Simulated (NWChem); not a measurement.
System: MnHSF, sextet; SMILES [F][Mn][SH]

Excerpt of the output:

```
             Northwest Computational Chemistry Package (NWChem) 7.3.0
             --------------------------------------------------------

                             Geometry "geometry" -> ""
                             -------------------------

 Output coordinates in angstroms (scale by  1.889725989 to convert to a.u.)

  No.       Tag          Charge          X              Y              Z
 ---- ---------------- ---------- -------------- -------------- --------------
    1 Mn                  25.0000    -0.17479700    -0.45964700     0.00000000
    2 F                    9.0000    -0.27270900    -2.23918700     0.00000000
    3 S                   16.0000    -0.06176100     1.81594400     0.00000000
    4 H                    1.0000    -1.40823300     1.95841400     0.00000000

 Effective nuclear repulsion energy (a.u.)     190.6982279161

  xc_inp: hfexch multiplicative factor not found.
                              NWChem Property Module
                              ----------------------

  itol2e modified to match energy
  convergence criterion.

                                 NWChem DFT Module
                                 -----------------

 Summary of "ao basis" -> "ao basis" (spherical)
 ------------------------------------------------------------------------------
       Tag                 Description            Shells   Functions and Types
 ---------------- ------------------------------  ------  ---------------------
 Mn                          6-31g*                 12       34   5s4p2d1f
 F                           6-31g*                  6       14   3s2p1d
 S                           6-31g*                  8       18   4s3p1d
 H                           6-31g*                  2        2   2s

  itol2e modified to match energy
  convergence criterion.

            General Information
            -------------------
          SCF calculation type: DFT
          Wavefunction type:  spin polarized.
          No. of atoms     :     4
          No. of electrons :    51
           Alpha electrons :    28
            Beta electrons :    23
          Charge           :     0
          Spin multiplicity:     6
          Use of symmetry is: off; symmetry adaption is: off
          Maximum number of iterations: 150
          AO basis - number of functions:    68
                     number of shells:    28
          Convergence on energy requested:  1.00D-07
          Convergence on density requested:  1.00D-05
          Convergence on gradient requested:  5.00D-04

              XC Information
              --------------
                     Hartree-Fock (Exact) Exchange  1.000

      Superposition of Atomic Density Guess
      -------------------------------------

 Sum of atomic energies:       -1646.82193665

      Non-variational initial energy
      ------------------------------

 Total energy =   -1646.050617
 1-e energy   =   -2654.147391
 2-e energy   =     817.398546
 HOMO         =      -0.142505
 LUMO         =      -0.141090

   convergence    iter        energy       DeltaE   RMS-Dens  Diis-err
 ---------------- ----- ----------------- --------- --------- ---------
 d= 0,ls=0.0,diis     1  -1647.0925447968 -1.84D+03  1.23D-02  7.69D-01
                                                     5.41D-03  1.90D-01
 d= 0,ls=0.0,diis     2  -1647.2401004625 -1.48D-01  3.15D-03  2.34D-01
                                                     3.67D-03  2.30D-01
 d= 0,ls=0.0,diis     3  -1647.3281360123 -8.80D-02  1.90D-03  6.04D-03
                                                     1.24D-03  6.16D-03
 d= 0,ls=0.0,diis     4  -1647.3369137254 -8.78D-03  9.99D-04  1.73D-03
                                                     4.21D-04  9.88D-04
 d= 0,ls=0.0,diis     5  -1647.3389933661 -2.08D-03  8.53D-04  5.99D-04
                                                     3.02D-04  1.56D-04
  Resetting Diis
 d= 0,ls=0.0,diis     6  -1647.3396954194 -7.02D-04  2.36D-04  4.19D-05
                                                     5.42D-05  5.11D-06
 d= 0,ls=0.0,diis     7  -1647.3397352503 -3.98D-05  3.13D-05  1.84D-06
                                                     2.03D-05  1.22D-06
 d= 0,ls=0.0,diis     8  -1647.3397371255 -1.88D-06  2.12D-05  6.52D-07
                                                     7.18D-06  1.23D-07
 d= 0,ls=0.0,diis     9  -1647.3397377979 -6.72D-07  1.68D-05  1.47D-07
                                                     9.79D-06  1.15D-07
 d= 0,ls=0.0,diis    10  -1647.3397380654 -2.68D-07  3.80D-06  1.39D-08
                                                     2.75D-06  8.18D-09
 d= 0,ls=0.0,diis    11  -1647.3397380883 -2.29D-08  1.61D-06  1.22D-09
                                                     1.38D-06  3.32D-09

         Total DFT energy =    -1647.339738088274
      One electron energy =    -2656.981361868803
           Coulomb energy =      905.647541526889
    Exchange-Corr. energy =      -86.704145662422
 Nuclear repulsion energy =      190.698227916062

 Numeric. integr. density =        0.000000000000

                    DFT Final Alpha Molecular Orbital Analysis
                    ------------------------------------------

 Vector   26  Occ=1.000000D+00  E=-5.067317D-01
              MO Center= -2.3D-01,  7.8D-02, -1.5D-14, r^2= 4.0D+00
   Bfn.  Coefficient  Atom+Function         Bfn.  Coefficient  Atom+Function
  ----- ------------  ---------------      ----- ------------  ---------------
    55     -0.339325  3 S  px                10      0.317200  1 Mn s
    38     -0.301095  2 F  py                22     -0.279638  1 Mn d  2
    42     -0.243074  2 F  py                68      0.217921  4 H  s
    67      0.178115  4 H  s                 18      0.177146  1 Mn d -2
    54     -0.169150  3 S  s                 20     -0.165370  1 Mn d  0

 Vector   27  Occ=1.000000D+00  E=-3.986015D-01
              MO Center= -8.6D-02,  1.5D+00, -2.4D-15, r^2= 2.2D+00
   Bfn.  Coefficient  Atom+Function         Bfn.  Coefficient  Atom+Function
  ----- ------------  ---------------      ----- ------------  ---------------
    56      0.550797  3 S  py                10      0.333071  1 Mn s
    60      0.316991  3 S  py                52     -0.213949  3 S  py
    54      0.173800  3 S  s                  6     -0.150085  1 Mn s
    55      0.142411  3 S  px                12     -0.140319  1 Mn py
    58      0.109698  3 S  s                 59      0.103091  3 S  px

 Vector   28  Occ=1.000000D+00  E=-3.601089D-01
              MO Center= -7.6D-02,  1.7D+00,  5.0D-14, r^2= 1.8D+00
   Bfn.  Coefficient  Atom+Function         Bfn.  Coefficient  Atom+Function
  ----- ------------  ---------------      ----- ------------  ---------------
    57      0.641846  3 S  pz                61      0.451620  3 S  pz
    53     -0.245407  3 S  pz                19     -0.125796  1 Mn d -1
    13      0.062525  1 Mn pz                24     -0.053981  1 Mn d -1
    39     -0.051961  2 F  pz                43     -0.047731  2 F  pz
    17      0.033315  1 Mn pz                 9     -0.025214  1 Mn pz

 Vector   29  Occ=0.000000D+00  E= 4.592758D-02
              MO Center= -1.3D+00, -1.9D-01, -1.3D-12, r^2= 6.6D+00
   Bfn.  Coefficient  Atom+Function         Bfn.  Coefficient  Atom+Function
  ----- ------------  ---------------      ----- ------------  ---------------
    14      1.372764  1 Mn s                 58     -0.487364  3 S  s
    15     -0.420070  1 Mn px                60      0.284026  3 S  py
    10      0.271086  1 Mn s                 16      0.217019  1 Mn py
     6      0.170614  1 Mn s                 40     -0.169196  2 F  s
    56      0.169182  3 S  py                22     -0.161210  1 Mn d  2

 Vector   30  Occ=0.000000D+00  E= 5.110174D-02
              MO Center=  1.0D+00, -5.8D-01, -3.6D-13, r^2= 7.1D+00
   Bfn.  Coefficient  Atom+Function         Bfn.  Coefficient  Atom+Function
  ----- ------------  ---------------      ----- ------------  ---------------
    15      0.889949  1 Mn px                14      0.634350  1 Mn s
    58     -0.342919  3 S  s                 68      0.179537  4 H  s
    10      0.131157  1 Mn s                 41     -0.122471  2 F  px
    60      0.113860  3 S  py                11      0.106858  1 Mn px
    37     -0.098503  2 F  px                40     -0.079999  2 F  s

 Vector   31  Occ=0.000000D+00  E= 5.978717D-02
              MO Center= -1.8D-01, -5.8D-01,  1.6D-12, r^2= 8.9D+00
   Bfn.  Coefficient  Atom+Function         Bfn.  Coefficient  Atom+Function
  ----- ------------  ---------------      ----- ------------  ---------------
    17      1.007704  1 Mn pz                61     -0.276417  3 S  pz
    57     -0.150905  3 S  pz                43     -0.129643  2 F  pz
    39     -0.102636  2 F  pz                13      0.097679  1 Mn pz
     9     -0.074471  1 Mn pz                53      0.059053  3 S  pz
     5      0.034113  1 Mn pz

                     DFT Final Beta Molecular Orbital Analysis
                     -----------------------------------------

 Vector   21  Occ=1.000000D+00  E=-5.266063D-01
              MO Center= -3.6D-01,  1.7D+00, -1.2D-14, r^2= 1.9D+00
   Bfn.  Coefficient  Atom+Function         Bfn.  Coefficient  Atom+Function
  ----- ------------  ---------------      ----- ------------  ---------------
    55      0.489326  3 S  px                68     -0.313658  4 H  s
    67     -0.269558  4 H  s                 58      0.255751  3 S  s
    54      0.210069  3 S  s                 51     -0.192823  3 S  px
    56     -0.159311  3 S  py                59      0.150772  3 S  px
    50     -0.103853  3 S  s                 38     -0.092985  2 F  py

 Vector   22  Occ=1.000000D+00  E=-4.098094D-01
              MO Center= -6.1D-02,  1.7D+00,  7.4D-15, r^2= 1.9D+00
   Bfn.  Coefficient  Atom+Function         Bfn.  Coefficient  Atom+Function
  ----- ------------  ---------------      ----- ------------  ---------------
    56      0.620106  3 S  py                60      0.363411  3 S  py
    52     -0.235817  3 S  py                55      0.161610  3 S  px
    54      0.156735  3 S  s                 10      0.127960  1 Mn s
    59      0.112491  3 S  px                 6     -0.105949  1 Mn s
     8      0.099396  1 Mn py                12     -0.092551  1 Mn py

 Vector   23  Occ=1.000000D+00  E=-3.683092D-01
              MO Center= -7.5D-02,  1.7D+00, -8.3D-15, r^2= 1.7D+00
   Bfn.  Coefficient  Atom+Function         Bfn.  Coefficient  Atom+Function
  ----- ------------  ---------------      ----- ------------  ---------------
    57      0.645408  3 S  pz                61      0.452842  3 S  pz
    53     -0.246733  3 S  pz                13      0.049755  1 Mn pz
    24      0.049788  1 Mn d -1              19      0.034935  1 Mn d -1
    17      0.033899  1 Mn pz                 9     -0.030491  1 Mn pz
    63     -0.028153  3 S  d -1

 Vector   24  Occ=0.000000D+00  E= 1.962355D-02
              MO Center= -2.9D-01, -2.3D-01, -4.6D-13, r^2= 6.7D+00
   Bfn.  Coefficient  Atom+Function         Bfn.  Coefficient  Atom+Function
  ----- ------------  ---------------      ----- ------------  ---------------
    14      1.354442  1 Mn s                 58     -0.569699  3 S  s
    16      0.251400  1 Mn py                 6      0.233925  1 Mn s
    60      0.203779  3 S  py                40     -0.161270  2 F  s
    56      0.118965  3 S  py                10      0.095446  1 Mn s
    27      0.094345  1 Mn d  2              22      0.086931  1 Mn d  2

[...]

          -----------------------
          Electric field gradient
          -----------------------

 1 a.u. = 0.324123 10**(16) esu/cm**3  ( or statvolts/cm**2 ) = 0.97174 10**(22) v/m**2

 ------------------------------------------------------------
   Atom      X         Y         Z
 ------------------------------------------------------------
    1 Mn  -0.33032  -0.86861   0.00000
 ------------------------------------------------------------

 Electric field gradient in molecular frame (a.u.)
         XX             YY             ZZ             XY             XZ             YZ
 ------------------------------------------------------------------------------------------
       -1.079945       1.956086      -0.876141       0.155313      -0.000000      -0.000000

 Principal components (a.u.) and orientation
 of principal axis w.r.t. absolute frame                      Asymmetry parameter eta
 --------------------------------------------------------------------------------------
        1.964011      -1.087870      -0.876141                       0.107804

        0.050957       0.998701      -0.000000
        0.998701      -0.050957       0.000000
        0.000000       0.000000       1.000000

 ------------------------------------------------------------
   Atom      X         Y         Z
 ------------------------------------------------------------
    2 F   -0.51535  -4.23145   0.00000
 ------------------------------------------------------------

 Electric field gradient in molecular frame (a.u.)
         XX             YY             ZZ             XY             XZ             YZ
 ------------------------------------------------------------------------------------------
        0.236963      -0.505856       0.268893      -0.042081       0.000000      -0.000000

 Principal components (a.u.) and orientation
 of principal axis w.r.t. absolute frame                      Asymmetry parameter eta
 --------------------------------------------------------------------------------------
       -0.508232       0.268893       0.239340                       0.058149

        0.056380       0.000000       0.998409
        0.998409      -0.000000      -0.056380
        0.000000       1.000000      -0.000000

 ------------------------------------------------------------
   Atom      X         Y         Z
 ------------------------------------------------------------
    3 S   -0.11671   3.43164   0.00000
 ------------------------------------------------------------

 Electric field gradient in molecular frame (a.u.)
         XX             YY             ZZ             XY             XZ             YZ
 ------------------------------------------------------------------------------------------
       -1.782261       0.397528       1.384733       0.517315       0.000000      -0.000000

 Principal components (a.u.) and orientation
 of principal axis w.r.t. absolute frame                      Asymmetry parameter eta
 --------------------------------------------------------------------------------------
       -1.898801       1.384733       0.514068                       0.458534

        0.975551       0.000000       0.219771
       -0.219771       0.000000       0.975551
        0.000000       1.000000       0.000000

 ------------------------------------------------------------
   Atom      X         Y         Z
 ------------------------------------------------------------
    4 H   -2.66117   3.70087   0.00000
 ------------------------------------------------------------

 Electric field gradient in molecular frame (a.u.)
         XX             YY             ZZ             XY             XZ             YZ
 ------------------------------------------------------------------------------------------
       -0.230149       0.100789       0.129360       0.039280      -0.000000       0.000000

 Principal components (a.u.) and orientation
 of principal axis w.r.t. absolute frame                      Asymmetry parameter eta
 --------------------------------------------------------------------------------------
       -0.234747       0.129360       0.105387                       0.102122

        0.993218       0.000000       0.116271
       -0.116271       0.000000       0.993218
        0.000000       1.000000       0.000000
```

Level: UHF/6-31G* (spherical d). In the optimisation the excess spin sits in a' and a" (Cs, its own frame). The geometry was optimised at PBE0/def2-SVP, spin-unrestricted. The spin multiplicity was typed, not searched, and may not be the lowest. No stability test was run on the SCF state. NWChem prints the field gradient with the sign opposite to the second derivative of the potential.

### Question
Reconstruct the input file.

### Answer
One answer among several that fit: the input that was run:
```
start job
memory heap 200 mb stack 900 mb global 1100 mb
geometry units angstroms noautosym nocenter noautoz
  Mn    -0.174797    -0.459647     0.000000
  F     -0.272709    -2.239187     0.000000
  S     -0.061761     1.815944     0.000000
  H     -1.408233     1.958414     0.000000
end
basis spherical
  * library 6-31g*
end
dft
  odft
  mult 6
  xc hfexch
  iterations 150
end
property
  efieldgrad
end
task dft property
```
